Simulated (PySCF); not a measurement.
C5H7FO2.
Atom-mapped SMILES: `[CH2:1]=[CH:2][O:3][C:4](=[O:5])[CH2:6][CH2:7][F:8]` (hydrogens: H9, H10 on C1; H11 on C2; H12, H13 on C6; H14, H15 on C7)

Method used: PBE0-D3(BJ)/def2-SVP geometry optimisation, gas phase in PySCF 2.14.0.

Task: List the bond lengths, angles and torsions at this level.

Result: 
| bond | length (Å) | order |
| --- | --- | --- |
| C1=C2 | 1.328 | double |
| C2–O3 | 1.371 | single |
| O3–C4 | 1.351 | single |
| C4=O5 | 1.200 | double |
| C4–C6 | 1.499 | single |
| C6–C7 | 1.512 | single |
| C7–F8 | 1.370 | single |
| C1–H9 | 1.092 | single |
| C1–H10 | 1.090 | single |
| C2–H11 | 1.092 | single |
| C6–H12, C6–H13 | 1.102 | single |
| C7–H14, C7–H15 | 1.102 | single |

Bonds in one row agree within 0.01 Å and their mean is given. Orders are formal, as drawn. A selection of angles:
| angle | degrees |
| --- | --- |
| C2–C1–H9 | 121.6 |
| C2–C1–H10 | 119.5 |
| H9–C1–H10 | 119.0 |
| C1–C2–O3 | 120.4 |
| C1–C2–H11 | 125.2 |
| O3–C2–H11 | 114.4 |
| C2–O3–C4 | 118.5 |
| O3–C4–O5 | 123.8 |
| O3–C4–C6 | 110.9 |
| O5–C4–C6 | 125.3 |
| C4–C6–C7 | 111.9 |
| C4–C6–H12 | 108.6 |
| C7–C6–H12 | 110.7 |
| H12–C6–H13 | 105.7 |
| C6–C7–F8 | 109.4 |
| C6–C7–H14 | 110.7 |
| F8–C7–H14 | 109.1 |
| H14–C7–H15 | 107.7 |

Dihedral angles: C1–C2–O3–C4 -179° (antiperiplanar); C2–O3–C4–O5 0° (synperiplanar); O3–C4–C6–C7 179° (antiperiplanar); C4–C6–C7–F8 180° (antiperiplanar).

The C–O distances run from 1.200 Å (C4=O5, drawn double) to 1.371 Å (C2–O3, drawn single), a spread of 0.171 Å. The 8 heavy atoms lie in one plane (0.005 Å rms). The C–C distances run from 1.328 Å (C1=C2, drawn double) to 1.512 Å (C6–C7, drawn single), a spread of 0.184 Å. Of the pairs four or more bonds apart, O5···H11 is among the closest relative to their van der Waals radii: 2.29 Å, 84 % of the sum of Bondi's values.

Point group: Cs (tolerance 0.08 Å). No PBE0-D3(BJ)/def2-SVP frequencies stand behind this structure, so it isn't proved a minimum. The numbers are those of one conformer.
